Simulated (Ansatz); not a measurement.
Ansatz results at the PBE0-D4/def2-TZVP geometry: LUMO energy (PBE0/def2-TZVPP) -1.17 eV; size of the dipole moment (B3LYP/def2-TZVPP) 0.00 D; HOMO energy (PBE0/def2-TZVPP) -6.33 eV.

Question: Which molecule gave them?
A. `Clc1ccc[nH]1`
B. `c1ccc2ccccc2c1`
C. `N#Cc1ccc[nH]1`
D. `C1=[CH][GeH2][CH]=C1`

Answer: B. The others give `N#Cc1ccc[nH]1`: -0.79, 4.50, -6.91; `C1=[CH][GeH2][CH]=C1`: -1.40, 0.42, -6.79; `Clc1ccc[nH]1`: 0.73, 1.77, -6.15.

B3LYP here is the variant with VWN-RPA as its local correlation; programs differ in this.
